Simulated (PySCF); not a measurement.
Does the answer move with the share of exact exchange?

Species: C2H8BNO.
Atom-mapped SMILES: `[NH3+:1][B@H-:2]1[CH2:3][CH2:4][O:5]1` (hydrogens: H6, H7, H8 on N1; H9 on B2; H10, H11 on C3; H12, H13 on C4)

PySCF, pcSseg-2 basis, density fitting, gas phase, PBE0-D3(BJ)/def2-SVP geometry. One functional is left out:

```
functional  exact exchange (%)  HOMO energy (eV)  LUMO energy (eV)  dipole moment (D)
     B97-D                   0             -5.07             -0.93              5.040
      BLYP                   0             -4.98             -1.12              4.997
      BP86                   0             -5.14             -0.91              5.037
       LDA                   0             -5.14             -1.12              5.026
      OPBE                   0             -4.99             -0.96              5.038
       PBE                   0             -5.05             -1.07              5.005
     B97-2                  21             -6.22             -0.28              5.142
      PBE0                  25             -6.48             -0.30              5.148
  mPW1PW91                  25             -6.51             -0.31              5.159
 BHandHLYP                  50             -7.90              0.20              5.228
```

Problem. Predict the row of B3LYP (20 % exact exchange) by straight lines through the other rows, and check it.

Solution. 
| property | line | computed | computed − line | B97-2 (21 %), for comparison |
| --- | --- | --- | --- | --- |
| HOMO energy (eV) | -6.20 | -6.28 | -0.08 | -6.22 |
| LUMO energy (eV) | -0.47 | -0.66 | -0.19 | -0.28 |
| dipole moment (D) | 5.117 | 5.123 | +0.006 | 5.142 |

Problem. Which of these properties follows the share of exact exchange most closely, and which least?

Solution. Most closely the HOMO energy, least the dipole moment; the correlations over the tabulated rows are HOMO energy -0.999, LUMO energy 0.976, dipole moment 0.972. The HOMO energy moves by -0.568 eV for every 10 %. Functionals with the same share still differ in their other parts: at 0 % BLYP and BP86 differ by 0.16 eV in it.
